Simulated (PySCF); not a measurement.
# Structure elucidation problem

An unknown has the formula C₈H₉B. Its calculated NMR data are:

¹H NMR (400 MHz, computed): δ 6.48 (d, 1H), 6.26 (m, 1H), 6.24 (br, 2H), 5.12 (m, 1H), 2.88 (m, 1H), 2.80 (m, 1H), 2.66 (m, 1H), 2.45 (m, 1H).

¹³C{¹H} NMR (computed): δ 165.6, 157.8, 145.3, 124.7, 49.4, 45.6, 39.2, 36.8.

[PySCF 2.14.0 with density-fitted response routines: geometry: PBE0-D3(BJ)/def2-SVP; shieldings: GIAO HF/pcSseg-1; no relativistic terms; rapidly exchanging positions averaged; a single conformation; gas phase]

δ = σ(ref) − σ, references computed at the same level: TMS for ¹H, ¹³C.

Question: Which of these isomers gave the spectra?
A. BCC1c2ccccc21
B. C#C/C=C/CBC#CC
C. C#C/C=C/C#CB(C)C
D. C#C/C=C\C#CB(C)C
E. BC1=C[C@@H]2[C@@H]3C=C[C@H]1[C@H]23

Answer: E. 

1. 8 carbon signals for 8 carbons: no two carbons are equivalent.
2. Carbon types of the structure: 1 × C, 7 × CH, leaving 2 H on heteroatoms.
3. δC 165.6, 145.3, 124.7: alkene CH.
4. δC 157.8: fully substituted alkene carbon; an sp2 carbon of a C=C bond.
5. δC 49.4: allylic sp3 CH; aliphatic region, no heteroatom directly attached.
6. δH 6.48, 6.26, 5.12: hydrogen on an alkene CH; olefinic region.
7. δH 2.88: hydrogen on an allylic sp3 CH; allylic position.

The others: C#C/C=C/C#CB(C)C would give 7 carbon signals, not 8; C#C/C=C\C#CB(C)C would give 7 carbon signals, not 8; C#C/C=C/CBC#CC would give 6 signals for carbon-bound and other non-exchanging H, not 8; BCC1c2ccccc21 would give 5 carbon signals, not 8.

Hydrogens on boron are broadened and split by ¹¹B (spin 3/2, 80 %) and 10B (spin 3). A carbon bonded to boron is broadened by the quadrupolar boron nucleus and is often missing from a measured spectrum. Shifts are as computed. Against solution values, carbons near 30 ppm lie about -0 ppm off and those near 130 ppm about +7 ppm. Of 1211 compounds with measured shifts, 218 miss one by over three times the rms of a fit or turn the order of signals round; such compounds aren't used in these exercises. No couplings were computed; multiplicities are counted from neighbouring protons, with m where these are inequivalent, close in shift, in a saturated or five-membered ring or joined by F or P, and br s for small geminal =CH2 splittings.
